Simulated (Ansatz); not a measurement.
Input and output for Al9N8H24⁻, a nanocrystal cut from zinc blende AlN (hydrogen-capped).

```yaml
crystal:
  periodic: [false, false, false]
  atoms:
    - {symbol: N, position_ang: [-1.892829, -1.240294, 2.818396]}
    - {symbol: N, position_ang: [1.052121, -2.349787, -0.105229]}
    - {symbol: N, position_ang: [-1.314557, 2.015384, -2.075587]}
    - {symbol: N, position_ang: [0.936953, -0.012930, -2.219494]}
    - {symbol: N, position_ang: [-1.229684, -0.317950, -0.063377]}
    - {symbol: N, position_ang: [0.960502, -0.337868, 2.147789]}
    - {symbol: N, position_ang: [0.834266, 1.973260, 0.035152]}
    - {symbol: N, position_ang: [3.105228, -0.143922, -0.028958]}
    - {symbol: Al, position_ang: [-2.283024, -1.603070, 0.893001]}
    - {symbol: Al, position_ang: [-2.498354, 0.804420, -1.073492]}
    - {symbol: Al, position_ang: [-0.168504, -1.285170, -1.288495]}
    - {symbol: Al, position_ang: [-0.030660, -1.480258, 3.375445]}
    - {symbol: Al, position_ang: [2.158697, -1.395878, 1.143861]}
    - {symbol: Al, position_ang: [-0.219836, 1.115307, -3.395786]}
    - {symbol: Al, position_ang: [-0.321070, 3.253087, -0.966255]}
    - {symbol: Al, position_ang: [2.035185, 1.113527, -1.158062]}
    - {symbol: Al, position_ang: [-0.260819, 0.807115, 1.112335]}
    - {symbol: H, position_ang: [-2.211385, -0.282384, 3.043317]}
    - {symbol: H, position_ang: [-2.505166, -1.865596, 3.364393]}
    - {symbol: H, position_ang: [1.571868, -3.032371, -0.675883]}
    - {symbol: H, position_ang: [0.357027, -2.926787, 0.413566]}
    - {symbol: H, position_ang: [-1.972304, 2.599970, -2.623260]}
    - {symbol: H, position_ang: [1.510942, -0.519149, -2.915168]}
    - {symbol: H, position_ang: [1.476861, 0.311683, 2.764106]}
    - {symbol: H, position_ang: [1.359317, 2.599384, 0.669471]}
    - {symbol: H, position_ang: [3.749353, -0.650776, -0.657261]}
    - {symbol: H, position_ang: [3.747161, 0.430087, 0.541302]}
    - {symbol: H, position_ang: [-1.625411, -3.086716, 0.680761]}
    - {symbol: H, position_ang: [-3.881114, -1.484756, 0.726029]}
    - {symbol: H, position_ang: [-3.295329, -0.127118, -2.133233]}
    - {symbol: H, position_ang: [-3.384061, 1.666565, -0.023816]}
    - {symbol: H, position_ang: [-0.800408, -2.376733, -2.278460]}
    - {symbol: H, position_ang: [0.369619, -3.014867, 3.026651]}
    - {symbol: H, position_ang: [0.175316, -0.977522, 4.899559]}
    - {symbol: H, position_ang: [3.268240, -2.267301, 1.918483]}
    - {symbol: H, position_ang: [-1.067131, 0.124425, -4.354161]}
    - {symbol: H, position_ang: [0.782244, 2.134891, -4.165067]}
    - {symbol: H, position_ang: [0.678131, 4.191108, -1.834851]}
    - {symbol: H, position_ang: [-1.246303, 4.039299, 0.103426]}
    - {symbol: H, position_ang: [3.176279, 1.988141, -1.875524]}
    - {symbol: H, position_ang: [-1.097373, 1.611559, 2.234387]}
basis:
  gaussian: {orbitals: "6-31G*", fitting: {mean_field: def2-universal-jkfit}}
total_charge: -1
hamiltonian: {xc: {name: HF}}
correlation: {active_space: {window: {electrons: 2, orbitals: 1}}}
scf: {omitted_lower_state_checks: [starts]}
output: {forces: true}
```

```sh
$ ansatz run in.yaml --threads 2 --pin off --events-out ev --progress --plain --max-ram 32768MiB --backend cuda --devices 0, --max-vram 18GiB
```

Shortened log:

```
Functional definition: HF
  name "HF"
  cite "Fock, Z. Phys. 61, 126 (1930) doi:10.1007/BF01340294"
  parent pbe
  exchange = exact_x
  correlation = 0
these checks for a lower state are left out or cut short: starts
2200 factors; integrals over basis functions are off by at most 8.0e-2 eV
mean field evaluation 1: about -71485.8119 eV, gradient 7.1e1 eV
mean field evaluation 2: about -71495.1522 eV, gradient 3.9e1 eV
mean field evaluation 4: about -71498.7873 eV, gradient 1.5e0 eV
mean field evaluation 8: about -71498.7954 eV, gradient 1.7e-6 eV
mean field -71498.79540956 eV, -2627.5322676772 hartree, gradient 1.7e-6 eV, S^2 0.000000; 0 other end points of the search recorded, 0 dependent functions left out
reference -71498.79540956 eV, -2627.5322676772 hartree; 99, 99 occupied and 240, 240 virtual orbitals, 2200 factors
state -71498.79540956 eV, -2627.5322676772 hartree
the calculation of the forces begins
Total energy: -71498.79540956 eV, -2627.5322676772 hartree
Atom 0 force    -0.818185     0.360329     0.702650 eV/Å
Atom 1 force    -0.305729    -1.199554     0.052929 eV/Å
Atom 2 force    -0.491916     0.469311    -0.453717 eV/Å
Atom 3 force     0.389667    -0.306249    -0.574204 eV/Å
Atom 4 force    -0.106007    -0.108876    -0.022635 eV/Å
Atom 5 force     0.393857     0.336183     0.493003 eV/Å
Atom 6 force     0.382285     0.515540     0.397595 eV/Å
Atom 7 force     1.235492     0.050443    -0.023434 eV/Å
Atom 8 force    -0.084382    -0.059796     0.098859 eV/Å
Atom 9 force    -0.020135     0.064041    -0.062043 eV/Å
Atom 10 force     0.089634     0.008753    -0.061716 eV/Å
Atom 11 force    -0.049141     0.029874     0.082363 eV/Å
Atom 12 force     0.136452     0.073792    -0.012182 eV/Å
Atom 13 force    -0.005489     0.012819    -0.052736 eV/Å
Atom 14 force    -0.003136     0.015603     0.015174 eV/Å
Atom 15 force     0.097066    -0.041160     0.044952 eV/Å
Atom 16 force     0.088823     0.028089     0.060874 eV/Å
Atom 17 force     0.305588    -1.103148    -0.195217 eV/Å
Atom 18 force     0.627379     0.633532    -0.553503 eV/Å
Atom 19 force    -0.500228     0.708175     0.573216 eV/Å
Atom 20 force     0.981178     0.624620    -0.635396 eV/Å
Atom 21 force     0.625450    -0.555792     0.525060 eV/Å
Atom 22 force    -0.544493     0.479251     0.689518 eV/Å
Atom 23 force    -0.485469    -0.644641    -0.603598 eV/Å
Atom 24 force    -0.502404    -0.616102    -0.608689 eV/Å
Atom 25 force    -0.695898     0.493939     0.632824 eV/Å
Atom 26 force    -0.679796    -0.568891    -0.569256 eV/Å
Atom 27 force    -0.252314     0.208660     0.037400 eV/Å
Atom 28 force     0.193796    -0.046609     0.030628 eV/Å
Atom 29 force     0.064449     0.161712     0.152980 eV/Å
Atom 30 force     0.074949    -0.118584    -0.184650 eV/Å
Atom 31 force     0.091549     0.130172     0.134521 eV/Å
Atom 32 force    -0.057018     0.205624     0.117358 eV/Å
Atom 33 force    -0.008576    -0.063565    -0.142489 eV/Å
Atom 34 force    -0.127489     0.107100    -0.097429 eV/Å
Atom 35 force     0.128373     0.164963     0.075127 eV/Å
Atom 36 force    -0.158774    -0.145979     0.046550 eV/Å
Atom 37 force    -0.153304    -0.059822     0.122507 eV/Å
Atom 38 force     0.128200    -0.041125    -0.167732 eV/Å
Atom 39 force    -0.129030    -0.112459     0.093021 eV/Å
Atom 40 force     0.144726    -0.090170    -0.158482 eV/Å
Dipole moment:     1.819086    -0.784555     0.858625 e Å
Checks for a lower state left out: starts
```

Run time 12 s (2 threads of AMD EPYC 7R13 on a shared host and a share (18 GiB) of an NVIDIA H100 80GB HBM3), peak host memory 2.1 GiB.

The 6-31G sets use Cartesian d functions. The highest occupied level of an anion often lies above zero with these methods, and sets without diffuse functions describe the outer electron poorly.

The dipole of an ion depends on the origin.
